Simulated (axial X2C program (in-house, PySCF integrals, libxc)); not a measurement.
# KCa: cheaper levels and CCSD(T), 2c

Calculated with an in-house all-electron X2C program for linear molecules (integrals from PySCF). Two-component (2c) means X2C with spin–orbit coupling and atomic mean-field two-electron Coulomb and Gaunt terms. Basis: Ca dyall-cv3z [11s12p6d4f], K dyall-cv3z [11s12p6d3f] (cores contracted in-house); Gaussian nuclei, density fitting, unrestricted open shells. Masses: Ca 39.963 u, K 38.964 u.

State: Ω = 1/2 (⟨Sz⟩ = 0.50, ⟨Lz⟩ = 0.00 at HF); fragments Ca + K.

```tsv
level	Re (Å)	ωe (cm⁻¹)	De (eV)
PBE0	4.242	75.7	0.228
HF	4.831	36.8	0.031
MP2	4.297	61.5	0.025
CCSD	4.358	58.9	0.130
BP86	4.231	73.6	0.214
```

Correlated methods: 11 electrons correlated (number of frozen shells: Ca 3 s, 2 p; K 2 s, 1 p), 291 virtual spin orbitals or spinors in MP2, 90 natural virtuals in coupled cluster.

CCSD(T), same Hamiltonian and basis:

Re = 4.278 Å, ωe = 66.5 cm⁻¹, De = 0.15 eV; T1 = 0.041 (Lee–Taylor normalisation).

Give the differences from CCSD(T) in the columns below.



| level | ΔRe (Å) | Δωe (cm⁻¹) |
| --- | --- | --- |
| PBE0 | -0.036 | 9.2 |
| HF | 0.553 | -29.7 |
| MP2 | 0.019 | -5.0 |
| CCSD | 0.080 | -7.6 |
| BP86 | -0.047 | 7.1 |

The state is one determinant whose occupation by symmetry is held fixed; it was picked as the lowest of a PBE0 search that is not exhaustive. De is counted from the lowest determinant-based energies of the atoms at the same level, without counterpoise correction. Density functionals use the spin component along the axis (collinear). CCSD and (T) use frozen natural virtuals with an MP2 correction for the truncation; (T) itself is uncorrected, so its De runs slightly low. The outer-core s and p shells of the metal are frozen in the correlated rows, which leaves out core–valence correlation; for alkali and alkaline-earth bonds that tends to lengthen them. The determinant is spin-polarised beyond a pure state at some levels (its spin-free form has ⟨S²⟩ too high), which makes Re and μ there less reliable. The T1 diagnostic is large, a sign of multireference character. The levels of this run spread widely (ωe from 59 to 76 cm⁻¹), so these constants depend on the method. The bond is weak, and without diffuse functions and with truncated virtuals even CCSD(T) can be tens of per cent off in De.
